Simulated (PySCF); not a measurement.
ClH5SSi2, SMILES Cl[SiH2]S[SiH3]. Geometry optimised at PBE-D3(BJ)/def2-SVP. This is a generated structure with no PubChem entry under its InChIKey; it may be hypothetical. One conformer was computed; it need not be the lowest.

Computed equilibrium geometry at PBE-D3(BJ)/def2-SVP (PySCF confirms it by a frequency run) as bond lengths and angles (one conformer of several):
Atoms: Si1 S2 Si3 Cl4 H5 H6 H7 H8 H9. Bonded distances (Å): Si1–S2 2.176, Si1–H5 1.500, Si1–H6 1.504, Si1–H7 1.500, S2–Si3 2.147, Si3–Cl4 2.086, Si3–H8 1.499, Si3–H9 1.497. Bond angles (°): S2–Si1–H5 111.4, S2–Si1–H6 109.8, S2–Si1–H7 105.7, H5–Si1–H6 109.8, H5–Si1–H7 109.9, H6–Si1–H7 110.4, Si1–S2–Si3 98.1, S2–Si3–Cl4 111.5, S2–Si3–H8 111.4, S2–Si3–H9 106.2, Cl4–Si3–H8 106.5, Cl4–Si3–H9 109.4, H8–Si3–H9 111.8.
Charge 0, spin multiplicity 1.
